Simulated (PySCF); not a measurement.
A structure optimised at PBE-D3(BJ)/def2-SVP, used in a PySCF frequency run:

```xyz
9

Si     0.3661    -0.8002     0.2178
F      0.7690    -1.8006    -1.0286
As    -1.9920    -0.4493     0.1479
As     1.5977     1.2198    -0.0794
H      0.6914    -1.5321     1.4935
H     -1.8646     0.4473     1.3973
H     -1.8324     0.7653    -0.7879
H      1.1024     1.6914     1.3031
H      2.8687     0.6066     0.5431
```

**Question.** Write its SMILES and formula.

**Answer.** F[SiH]([AsH2])[AsH2], As2FH5Si

**Question.** What are its rotational constants (standard atomic weights)?

**Answer.** 3.1750, 0.81190, 0.67852 GHz
